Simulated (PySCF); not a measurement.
**Continuum solvent and chemical shifts**

Geometry:
```tsv
atom	x (Å)	y (Å)	z (Å)
C1	2.587	-0.687	-0.965
C2	1.284	-0.387	-0.305
C3	0.341	0.505	-0.696
C4	-0.785	0.451	0.256
C5	-0.406	-0.568	1.254
C6	0.810	-1.051	0.915
C7	-1.625	1.684	0.602
C8	-2.214	0.620	-0.223
F9	-2.405	0.863	-1.539
H10	2.650	-1.748	-1.257
H11	3.433	-0.494	-0.284
H12	2.731	-0.077	-1.868
H13	0.370	1.150	-1.575
H14	-1.021	-0.855	2.108
H15	1.367	-1.821	1.453
H16	-1.343	2.608	0.092
H17	-1.953	1.797	1.638
H18	-2.976	-0.049	0.186
```

GIAO PBE0/pcSseg-1 in PySCF 2.14 on one PBE0-D3(BJ)/def2-SVP conformer, non-relativistic, equivalent nuclei averaged. Solvents enter as an IEF-PCM continuum (water with ε = 78.4) around the gas-phase geometry. Shifts are referred to TMS, CFCl3 computed in the same medium.

Gas phase, δ in ppm: C2 148.5, C5 144.6, C6 142.3, C3 137.2, C8 80.3, C4 44.0, C7 21.2, C1 17.8, F9 -217.0, H15 6.54, H13 6.23, H14 6.07, H18 4.94, H10/H11/H12 2.13. Dipole moment 1.35 D.

(1) How does each δ change in the continuum?

(2) Which nuclei move most (in ppm), and what does the model miss?

Results:

(1) 
| atoms | environment | Δδ, water |
| --- | --- | --- |
| C2 | fully substituted alkene carbon | +2.0 |
| C5 | alkene CH | +3.6 |
| C6 | alkene CH | +0.3 |
| C3 | alkene CH | +0.3 |
| C8 | three-membered-ring carbon | +2.1 |
| C4 | three-membered-ring carbon | +2.0 |
| C7 | three-membered-ring carbon | +1.2 |
| C1 | allylic methyl carbon | +0.4 |
| F9 | fluorine on an sp3 carbon | -2.9 |
| H15 | hydrogen on an alkene CH | +0.16 |
| H13 | hydrogen on an alkene CH | +0.11 |
| H14 | hydrogen on an alkene CH | +0.37 |
| H18 | hydrogen on a three-membered-ring carbon | +0.37 |
| H10/H11/H12 | hydrogen on an allylic methyl carbon | +0.08 |

Changes are relative to the gas phase. The dipole moment becomes 1.80 D in water.

(2) C5 (alkene CH, +3.6 ppm) in water. A continuum only polarises the solute; specific hydrogen bonds, the anisotropy of aromatic solvents and changes of geometry or conformer are outside it.
